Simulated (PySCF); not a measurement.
C₂H₆GeN₂, SMILES [NH2][Ge@H]1[CH]=N[CH2]1. Atoms are numbered in the order given.

```xyz
11

N      1.8926     0.0356     0.7942
Ge     0.4102    -0.2117    -0.2373
C     -1.3021    -0.7153     0.6102
N     -1.9738     0.2954     0.2030
C     -1.0330     1.1594    -0.5211
H      2.7805     0.1416     0.3147
H      1.8273     0.6891     1.5676
H      0.8982    -1.0225    -1.4576
H     -1.7701    -1.5161     1.2023
H     -0.9059     2.1238    -0.0026
H     -1.3771     1.3758    -1.5458
```
Charge 0, spin multiplicity 1.

Geometry optimised at PBE0-D3(BJ)/def2-SVP. The structure was generated by enumeration; whether it is a known compound was not checked. Other conformers were not sampled.

These are PBE/def2-TZVP (PySCF) values and carry that method's errors.

Isolated molecule, no solvent.

Computed frontier levels, gap, dipole moment and polarisability:
- highest occupied level = -5.43 eV
- lowest empty level = -1.77 eV
- orbital gap = 3.67 eV
- dipole moment = 2.39 D
- quadrupole, principal values (traceless, Buckingham form, about the centre of nuclear charge) = -7.81, 2.10, 5.71 D·Å
- mean static polarisability = 67.8 bohr³ (10.04 Å³)
- polarisability, principal values = 56.5, 64.8, 82.0 bohr³
